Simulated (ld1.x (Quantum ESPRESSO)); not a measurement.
**sulfur, TM: configuration errors across variants**

```
Element                 : sulfur (S)
Generator               : ld1.x (Quantum ESPRESSO) 7.5
Type                    : norm-conserving Troullier–Martins (Kleinman–Bylander form)
Functional              : BP86
Relativity              : non-relativistic
Frozen core             : [Ne]
Valence charge          : 6
Reference configuration : 3s2 3p3 (charge +1)
Partial waves           : 3s (bound): rc 1.05 bohr; 3p (bound): rc 1.50 bohr; 3d channel at 0.4 Ry: rc 1.20 bohr
Local potential         : the d channel
Core correction         : Bessel-smoothed model core inside 0.95 bohr
```

All-electron excitation energies from the reference (eV): (1) 3s2 3p4 -11.874; (2) 3s2 3p2 22.388; (3) 3s2 3p1 56.542; (4) 3s1 3p4 10.747; (5) 3s1 3p5 -1.687; (6) 3s2 3p3.5 -7.161.

Tests that are not counted but printed errors over 1 eV. “base”: 3s2 3p0 (solver errors, printed error -13.3 eV). “wave 3d channel at 0.4 Ry: rc 1.20 bohr becomes 3d channel at 1.6 Ry: rc 1.20 bohr”: 3s2 3p0 (solver errors, printed error -9.8 eV). “core correction Bessel-smoothed model core inside 0.88 bohr”: 3s2 3p0 (solver errors, printed error -13.3 eV). “wave 3s (bound): rc 1.05 bohr becomes 3s (bound): rc 1.12 bohr”: 3s2 3p0 (solver errors, printed error -13.8 eV).

3 further variants failed, have other tests or another functional or relativity, and are left out.

A true bound ghost makes a file unfit for plane-wave use even where its test errors are small: the radial tests pick states by their node count and pass the ghost by. Where a test does run into it, the solver fails or the error is huge.

Errors AE − PS in meV (a dash: test not solved or not reliable):

```tsv
change	(1)	(2)	(3)	(4)	(5)	(6)	bound ghosts
base	+15	+46	+287	+2.1	-1.4	+5.1	s
wave 3d channel at 0.4 Ry: rc 1.20 bohr becomes 3d channel at 1.6 Ry: rc 1.20 bohr	+18	+55	+339	+4.8	-1.4	+6.2	s
wave 3s (bound): rc 1.05 bohr becomes 3s (bound): rc 1.02 bohr	+15	+46	+285	+2.3	-2.7	+5.1	s
wave 3d channel at 0.4 Ry: rc 1.20 bohr becomes 3d channel at 0.4 Ry: rc 1.68 bohr	+4.8	+13	+80	-3.5	-2.1	+1.6	none
core correction Bessel-smoothed model core inside 0.88 bohr	+15	+45	+282	+2.1	-1.6	+5.0	s
all radii but the core radius scaled by about 1.30 (s 1.36, p 1.96, d 1.56 bohr)	+4.9	+12	+63	+1.5	+2.0	+1.6	none
wave 3s (bound): rc 1.05 bohr becomes 3s (bound): rc 1.12 bohr	+14	+44	+285	+1.8	+0.3	+4.8	s
wave 3s (bound): rc 1.05 bohr becomes 3s (bound): rc 1.28 bohr	+12	+40	+264	+1.7	+2.2	+4.3	s
```

Question: Give the same row for: wave 3p (bound): rc 1.50 bohr becomes 3p (bound): rc 1.74 bohr.

Answer: +15, +46, +287, +2.3, -1.3, +5.1; bound ghosts: s. Not counted: 3s2 3p0 (solver errors, printed error -13.2 eV).
